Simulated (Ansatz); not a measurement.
`[CH3][Al]([NH2])[CH2]F` + HCl → `[CH3][Al]([NH2])[Cl]` + fluoromethane at 600 K and 1 bar (ligand exchange at the Al–C bond).

Gas-phase electronic energies from Ansatz, PBE0-D4/def2-TZVP geometries. CBS: MP2 limit from def2 TZ/QZ plus the TZ coupled-cluster correction, frozen cores. This one scheme is used for every species. One conformer a species, not always the lowest.

```tsv
species	CCSD(T)/CBS energy (Eh)	H − E (kJ/mol)	S (J/(mol·K))
`[CH3][Al]([NH2])[CH2]F`	-476.86651	308.4	490.5
HCl	-460.38127	35.4	207.2
`[CH3][Al]([NH2])[Cl]`	-797.68797	222.9	427.1
`CF`	-139.63461	127.6	254.6
```

H − E and S are ideal-gas, rigid-rotor, harmonic terms from PBE0-D4/def2-TZVP, for one conformer and one mirror image of each species. 1 Eh = 2625.50 kJ/mol, R = 8.31446 J/(mol·K).

By hand: ΔE, ΔH, ΔS and ΔG.

ΔE = (-797.68797) + (-139.63461) − (-476.86651) − (-460.38127) = -0.07480 Eh = -196.4 kJ/mol. Δ(H − E) = 222.9 + 127.6 − 308.4 − 35.4 = 6.7, so ΔH = -189.7 kJ/mol. ΔS = 427.1 + 254.6 − 490.5 − 207.2 = -16.0 J/(mol·K). ΔG = -189.7 − 600 × (-16.0)/1000 = -180.1 kJ/mol.

By hand: the equilibrium constant, and the temperature at which ΔG would vanish if ΔH and ΔS stayed fixed.

log₁₀ K = −ΔG/(RT ln 10) = 15.7. ΔG = 0 at ΔH/ΔS = 11856 K, far beyond where these terms or the molecules hold.

ΔH outweighs TΔS. A doubt of 5 kJ/mol in ΔE shifts log₁₀ K by 0.4 here. Other conformers and mirror images would add mixing entropy, several J/(mol·K) or more a flexible species. Modes under 60 cm⁻¹, often nearly free rotors, make the harmonic entropy too high. These are equilibria of isolated gas molecules and say nothing of rates. Largest T1 diagnostic: 0.011 (customary marks: 0.02 for closed shells, 0.045 for open ones).
